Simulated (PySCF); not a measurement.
Predicted microwave data (CAM-B3LYP/def2-SVPD in PySCF (dipole) on a GFN2-xTB geometry, gas phase) for one isomer of C5H11NO:

| Item | Value |
| --- | --- |
| Rotational constants | A = 4146, B = 1954, C = 1872 MHz |
| Dipole components | \|μa\| = 2.93 D, \|μb\| = 2.58 D, \|μc\| = 0.00 D |
| Inertial defect | -110.46 u·Å² |
| κ | -0.93 |

Question: Which candidate fits, each taken in the one conformer that was computed?
A. `[CH3:1][C:2]([CH3:3])([CH3:4])[NH:5][CH:6]=[O:7]` with C2–N5–C6–O7 0° (N-tert-butylformamide)
B. `[CH3:1][O:2][C@H:3]1[CH2:4][C@@H:5]([NH2:6])[CH2:7]1` with C1–O2–C3–C4 -178°, C4–C5–N6–H 54° and 174°, O2–C3–C4–C5 130°, C3–C4–C5–N6 -133°, C4–C5–C7–C3 10°, O2–C3–C7–C5 -126°

Answer: A. It is CC(C)(C)NC=O, a near-prolate asymmetric top, point group Cs. The candidates at the same level (rigid rotor, commonest isotopes):

| SMILES | A (MHz) | B (MHz) | C (MHz) | μa (D) | μb (D) | μc (D) | Δ (u·Å²) | point group | rotor |
| --- | --- | --- | --- | --- | --- | --- | --- | --- | --- |
| CO[C@H]1C[C@@H](N)C1 | 6471 | 1502 | 1414 | 0.73 | 1.79 | 0.93 | -57.08 | C1 | near-prolate asymmetric top |
| CC(C)(C)NC=O | 4146 | 1954 | 1872 | 2.93 | 2.58 | 0.00 | -110.46 | Cs | near-prolate asymmetric top |

`CO[C@H]1C[C@@H](N)C1` has A 56 % too high. In the right answer the mirror of this Cs structure is the ab plane, so μc vanishes by symmetry. No structure here is proved a minimum.
